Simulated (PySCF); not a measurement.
Nuclear quadrupole coupling in `CC(=O)c1n[nH]nc1[SiH3]`

C4H7N3OSi.
Atom-mapped SMILES: `[CH3:1][C:2](=[O:3])[c:4]1[n:5][nH:6][n:7][c:8]1[SiH3:9]` (hydrogens: H10, H11, H12 on C1; H13 on N6; H14, H15, H16 on Si9)

Geometry (GFN2-xTB, Å), atoms numbered from 1 in this order:
```
atom  x, y, z in Å
C1     2.4404    0.0687    0.8397
C2     1.1519   -0.4656    0.2883
O3     0.9744   -1.6272   -0.0225
C4     0.0641    0.4870    0.1258
N5     0.0637    1.7888    0.4062
N6    -1.1428    2.1751    0.0822
N7    -1.9390    1.2343   -0.3897
C8    -1.2102    0.1311   -0.3813
Si9   -1.6911   -1.6019   -0.9181
H10    2.8060    0.8614    0.1903
H11    3.1778   -0.7256    0.9160
H12    2.2560    0.5068    1.8185
H13   -1.4445    3.1339    0.1859
H14   -0.8303   -1.9812   -2.0329
H15   -1.5998   -2.4750    0.2466
H16   -3.0842   -1.5018   -1.3664
```

Field gradients from the PBE0/pcSseg-1 density (PySCF, non-relativistic), principal values in atomic units, ordered |Vxx| ≤ |Vyy| ≤ |Vzz|:

```json
{"atom": "O3", "Vxx": "0.5906", "Vyy": "1.3172", "Vzz": "-1.9078"}
{"atom": "N5", "Vxx": "0.4115", "Vyy": "0.6779", "Vzz": "-1.0894"}
{"atom": "N6", "Vxx": "0.1414", "Vyy": "0.5577", "Vzz": "-0.6991"}
{"atom": "N7", "Vxx": "0.3931", "Vyy": "0.7546", "Vzz": "-1.1477"}
```

Find the asymmetry η = (Vxx − Vyy)/Vzz and the couplings χ = eQV/h (234.96 MHz × Q in barn × V in au), with Q(17O) = −0.0256 b, Q(14N) = 0.02044 b.

```csv
atom,environment,nucleus,η,χzz (MHz),χxx (MHz),χyy (MHz)
O3,ketone oxygen,17O,0.38,11.48,-3.55,-7.92
N5,pyridine-type nitrogen,14N,0.24,-5.23,1.98,3.26
N6,pyrrole-type nitrogen,14N,0.60,-3.358,0.679,2.679
N7,pyridine-type nitrogen,14N,0.31,-5.51,1.89,3.62
```

The tensor is traceless: Vxx + Vyy + Vzz = 0.

What is Vzz at N7 in SI units (1 au = 9.71736 × 10²¹ V/m²)?

-1.1477 au = -11.153 × 10²¹ V/m².

And the gradient at the other heavy atoms, for which no coupling is worked out here?

```csv
atom,environment,Vzz (au),η
C1,methyl carbon next to a carbonyl,0.072,0.89
C2,ketone carbonyl carbon,0.540,0.14
C4,substituted aromatic carbon,-0.186,0.74
C8,substituted aromatic carbon,-0.290,1.00
Si9,SiH3 silicon,0.327,0.38
```

What couplings would deuterons (Q(2H) = 0.00286 b) have in place of the hydrogens, at this geometry?

```json
{"atom": "H10", "bonded to": "C1", "bond length (Å)": "1.088", "Vzz (au)": "0.3116", "η": "0.04", "χzz (kHz)": "209"}
{"atom": "H11", "bonded to": "C1", "bond length (Å)": "1.087", "Vzz (au)": "0.3129", "η": "0.01", "χzz (kHz)": "210"}
{"atom": "H12", "bonded to": "C1", "bond length (Å)": "1.088", "Vzz (au)": "0.3116", "η": "0.04", "χzz (kHz)": "209"}
{"atom": "H13", "bonded to": "N6", "bond length (Å)": "1.010", "Vzz (au)": "0.3864", "η": "0.15", "χzz (kHz)": "260"}
{"atom": "H14", "bonded to": "Si9", "bond length (Å)": "1.459", "Vzz (au)": "0.1667", "η": "0.04", "χzz (kHz)": "112"}
{"atom": "H15", "bonded to": "Si9", "bond length (Å)": "1.458", "Vzz (au)": "0.1668", "η": "0.04", "χzz (kHz)": "112"}
{"atom": "H16", "bonded to": "Si9", "bond length (Å)": "1.467", "Vzz (au)": "0.1588", "η": "0.00", "χzz (kHz)": "107"}
```

The structure is a single GFN2-xTB conformer in the gas phase; no vibrational or solvent corrections. GFN2-xTB bond lengths can be off by several hundredths of an ångström, more for odd bonds, and the gradients follow them. With a basis this small, the couplings can be 20 % off.
